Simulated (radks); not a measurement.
Results of a calculation; reference values are marked as such.
Spherical jellium clusters: N electrons in a uniform positive sphere of charge N and radius rs N^(1/3), rs = 4.79 bohr. Level of theory: non-relativistic Kohn-Sham, LDA (Slater exchange, Perdew-Wang correlation), spin-polarised, spherical densities (a radial shooting solver with Libxc functionals). Levels are named by radial order and angular momentum (1s, 1p, 1d, 2s, ...), and open shells are averaged over m.

N = 6, configuration 1s2 1p(up 3, down 1). This is the lowest configuration that the search found. Occupied and some empty levels:

level,occupation,eigenvalue (eV),<r> (bohr)
1s up,1,-3.7621,5.888
1s down,1,-3.4218,5.918
1p up,3,-2.7452,7.117
1p down,1,-2.4162,7.274
1d up,0,-1.5213,8.348
1d down,0,-1.2475,8.643
2s up,0,-1.1288,8.589
2s down,0,-0.96283,8.966
1f up,0,-0.26953,10.27
1f down,0,-0.091462,11.06

Energy (eV): total -10.1401, kinetic 7.7522, external -132.52, Hartree 65.306, exchange-correlation -18.209, background 67.528.
